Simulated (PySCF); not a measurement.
# Magnetisability: SMILES CN([SiH3])N1CCCC1, C5H14N2Si

Geometry:
| atom | x (Å) | y (Å) | z (Å) |
| --- | --- | --- | --- |
| C1 | -1.523 | 1.960 | -0.318 |
| N2 | -1.216 | 0.556 | -0.155 |
| Si3 | -2.380 | -0.537 | 0.499 |
| N4 | 0.172 | 0.346 | -0.179 |
| C5 | 0.794 | -0.063 | 1.067 |
| C6 | 2.224 | -0.384 | 0.639 |
| C7 | 2.084 | -0.873 | -0.816 |
| C8 | 0.618 | -0.615 | -1.176 |
| H9 | -0.992 | 2.347 | -1.190 |
| H10 | -2.593 | 2.079 | -0.469 |
| H11 | -1.223 | 2.548 | 0.556 |
| H12 | -2.614 | -0.389 | 1.946 |
| H13 | -1.899 | -1.896 | 0.252 |
| H14 | -3.616 | -0.264 | -0.232 |
| H15 | 0.736 | 0.748 | 1.795 |
| H16 | 0.305 | -0.953 | 1.497 |
| H17 | 2.681 | -1.132 | 1.285 |
| H18 | 2.832 | 0.519 | 0.676 |
| H19 | 2.327 | -1.931 | -0.908 |
| H20 | 2.750 | -0.316 | -1.473 |
| H21 | 0.033 | -1.545 | -1.126 |
| H22 | 0.491 | -0.186 | -2.172 |

Theory: PySCF 2.14.0, GIAO B3LYP/pcSseg-1 magnetisability, rotational g tensor and spin-rotation constants, non-relativistic, gas phase. Geometry: GFN2-xTB.

Question: What are the magnetisability and the molar susceptibility?

Answer: Isotropic -1455 × 10⁻³⁰ J/T², or -87.6 × 10⁻⁶ cm³/mol; principal values -1472, -1456, -1435 × 10⁻³⁰ J/T², anisotropy 32 × 10⁻³⁰ J/T² (root of half the summed squared differences of the principal values). The susceptibility is in cgs units.

Question: Split it along the inertial axes a, b, c into diamagnetic and paramagnetic parts about the centre of mass, with the quadrupole moment.

Answer: 
| axis | χ (10⁻⁶ cm³/mol) | diamagnetic (10⁻⁶ cm³/mol) | paramagnetic (10⁻⁶ cm³/mol) | summed x² of all electrons (Å²) | quadrupole Θ (D Å) |
| --- | --- | --- | --- | --- | --- |
| a | -88.3 | -559.5 | 471.2 | 245.0 | +0.99 |
| b | -87.2 | -1284.0 | 1196.7 | 74.2 | -0.12 |
| c | -87.3 | -1354.2 | 1267.0 | 57.7 | -0.87 |

Anisotropies 2χaa − χbb − χcc = -2.2 and 2χbb − χaa − χcc = +1.2 × 10⁻⁶ cm³/mol. Θ is traceless in Buckingham's convention.

Question: And the rotational g tensor?

Answer: 
```csv
axis,rotational constant (GHz),g,nuclear part,electronic part
a,3.0501,-0.0260,0.6491,-0.6752
b,1.0789,-0.0094,0.5971,-0.6066
c,1.0166,-0.0087,0.5965,-0.6051
```
Asymmetric top; isotopes 12C, 1H, 14N, 28Si; no vibrational averaging.
